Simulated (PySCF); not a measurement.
HSi, SMILES [SiH] (connectivity only; charge and spin as stated), charge +1, multiplicity 1. Geometry optimised at PBE-D3(BJ)/def2-TZVPD.

TDA-CAM-B3LYP/def2-TZVPD run with PySCF puts the lowest singlet excitations at 3.34, 3.34, 9.78, 10.14, 10.14, 10.67 eV and the lowest triplet (TDA) at 1.97 eV.

**Question.** What are the lowest singlet roots from EOM-CCSD/aug-cc-pVDZ run with PySCF? (Estimate from the structure and the level; the computed values follow.)

**Answer.** 3.43, 3.43, 7.99, 7.99, 8.89, 9.96 eV; triplets 0.00, 0.00, 2.22 eV. S1 differs by 0.09 eV (second minus first; roots are paired by order, and the bases may differ).
